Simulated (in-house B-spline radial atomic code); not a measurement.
# The calcium ion Ca²⁺: [Ne] 3s2 3p5 4p1 (an excited or competing configuration)

Level of theory: non-relativistic revTPSS, spin-polarised, spherical fractional occupations, point nucleus; calculated with a radial B-spline atomic code at the basis-set limit.

Screening seen three ways: the hydrogenic charge with the same mean radius, Z_r = [3n² - l(l+1)]/(2<r>), the one with the same energy, Z_e = n√(-2ε), and Slater's rules. Values are occupation-weighted means over spin.

```tsv
shell	electrons	ε (eV)	<r> (bohr)	Z_r	Z_e	Slater
1s	2	-3967.5	0.07728	19.41	17.08	19.70
2s	2	-439.98	0.3657	16.41	11.37	15.85
2p	6	-361.79	0.3285	15.22	10.31	15.85
3s	2	-71.024	1.132	11.92	6.85	9.10
3p	5	-51.465	1.213	10.30	5.83	9.10
4p	1	-13.987	3.548	6.48	4.06	4.05
```

The least bound orbital is 4p up at -13.99 eV, and it is also the most diffuse (<r> = 3.548 bohr).
